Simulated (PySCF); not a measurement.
BH2, charge +1, multiplicity 1. Atoms are numbered in the order given.

```xyz
3

B      0.0000     0.0000     0.0000
H      0.0000     0.0000    -1.1743
H      0.0000     0.0000     1.1743
```
Charge +1, spin multiplicity 1.

Geometry: B3LYP-D3(BJ)/def2-TZVPD. The multiplicity is an assumed one; other spin states were not compared. The isomer is the one that the SMILES or the coordinates give; other isomers of the formula were not compared.

These are ωB97X/def2-TZVPD run with PySCF values and carry that method's errors.

Mulliken values depend strongly on the basis, most of all with diffuse functions as here. ESP charges are fitted to the potential on shells at 1.4 to 2.0 van der Waals radii. Atomic charges (e):

| atom | Mulliken | ESP fit | IAO |
|---|---|---|---|
| B1 | 0.33 | 0.80 | 0.68 |
| H2 | 0.33 | 0.10 | 0.16 |
| H3 | 0.33 | 0.10 | 0.16 |
